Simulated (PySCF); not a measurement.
# Cd⁺: ionisation energy

Cd⁺ [Kr] 4d10 5s1 (2S) → Cd²⁺ [Kr] 4d10 (1S), as a difference of total energies. All numbers are calculated (PySCF 2.14, a scalar-relativistic core potential, in cc-pVDZ-PP with ECP28MDF). Correlated levels: valence: 4s2 4p6 frozen. The calculations carry no spin-orbit coupling.

```json
{"method": "UHF", "ionisation energy (eV)": "15.466"}
{"method": "PBE0", "ionisation energy (eV)": "16.923"}
{"method": "MP2 (valence)", "ionisation energy (eV)": "16.242"}
{"method": "SCS-MP2 (valence)", "ionisation energy (eV)": "16.106"}
{"method": "CCSD(T) (valence)", "ionisation energy (eV)": "16.186"}
```

Task: Estimate what MN15 gives.

Result: 16.933 eV, closest to PBE0 among the rows shown.

Task: Estimate what CCSD (valence) gives.

Result: 16.156 eV, closest to CCSD(T) (valence) among the rows shown.

Errors of the correlated levels include the incompleteness of this basis and the frozen core.

For comparison: 16.908 eV (measured; NIST Atomic Spectra Database, ionization energies).
